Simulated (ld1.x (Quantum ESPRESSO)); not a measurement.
## Cu (Z = 29): excitation energies, all-electron against TM

* Element: copper (Cu)
* Generator: ld1.x (Quantum ESPRESSO) 7.5
* Type: norm-conserving Troullier–Martins (Kleinman–Bylander form)
* Functional: PBE
* Relativity: non-relativistic
* Frozen core: [Ar]
* Valence charge: 11
* Reference configuration: 3d10 4s0 4p0 (charge +1)
* Partial waves: 4s (bound, empty): rc 2.30 bohr; 4p (bound, empty): rc 2.30 bohr; 3d (bound): rc 1.10 bohr
* Local potential: all-electron potential smoothed inside 1.75 bohr (lloc = -1)
* Core correction: a·sin(br)/r model core inside 0.85 bohr

Energies are relative to the spin-unpolarised reference configuration 3d10 4s0 4p0; without spin polarisation the order of configurations can differ from experiment.

Question: Give the all-electron excitation energy and the error of the potential for: 3d10 4s1 4p0; 3d9 4s0 4p0; 3d8 4s0 4p0; 3d10 4s0.5 4p0; 3d10 4s0 4p1; 3d9 4s1 4p1; 3d9 4s2 4p0.

Answer:

| valence configuration | charge | ΔE all-electron (eV) | error AE − PS (meV) |
| --- | --- | --- | --- |
| 3d10 4s1 4p0 | 0 | -7.912 | -14 |
| 3d9 4s0 4p0 | +2 | 21.485 | -137 |
| 3d8 4s0 4p0 | +3 | 60.774 | -868 |
| 3d10 4s0.5 4p0 | +0.5 | -4.851 | -4.4 |
| 3d10 4s0 4p1 | 0 | -3.968 | -3.0 |
| 3d9 4s1 4p1 | 0 | -0.861 | -216 |
| 3d9 4s2 4p0 | 0 | -5.512 | -233 |

Levels in the configuration 3d10 4s0.5 4p0:

| level | all-electron (eV) | pseudo (eV) |
| --- | --- | --- |
| 3d | -9.263 | -9.286 |
| 4s | -7.860 | -7.844 |
